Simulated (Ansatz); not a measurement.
Wavefunction ladder for CH₇BOSSi (`O[SiH2]CBS`)

| atom | x (Å) | y (Å) | z (Å) |
| --- | --- | --- | --- |
| O1 | 0.459 | -2.158 | -0.706 |
| Si2 | -0.023 | -0.710 | -1.328 |
| C3 | 0.608 | 0.749 | -0.321 |
| B4 | 0.071 | 0.684 | 1.126 |
| S5 | -1.358 | 1.651 | 1.590 |
| H6 | 0.137 | -2.405 | 0.162 |
| H7 | -1.508 | -0.624 | -1.407 |
| H8 | 0.556 | -0.665 | -2.691 |
| H9 | 0.301 | 1.644 | -0.873 |
| H10 | 1.699 | 0.663 | -0.350 |
| H11 | 0.548 | -0.048 | 1.943 |
| H12 | -1.488 | 1.218 | 2.854 |

The species carries charge 0 and has multiplicity 1. All single points use the PBE0-D4/def2-TZVP geometry. It is one conformer, not always the lowest. Frozen core, restricted reference, the Gaussian-basis code of Ansatz. CBS rows extrapolate triple and quadruple zeta; past MP2 they add the triple-zeta difference.

```
     basis     HF (Eh)  MP2 corr.
def2-TZVPP  -828.12633   -0.81925
def2-QZVPP  -828.15346   -0.88136
```

Estimate the CCSD correlation energy and the (T) correction in each basis where they were run (hartree).


| basis | CCSD corr. | (T) |
| --- | --- | --- |
| def2-TZVPP | -0.87448 | -0.03497 |
| CBS(def2) | -0.98259 | as TZ |
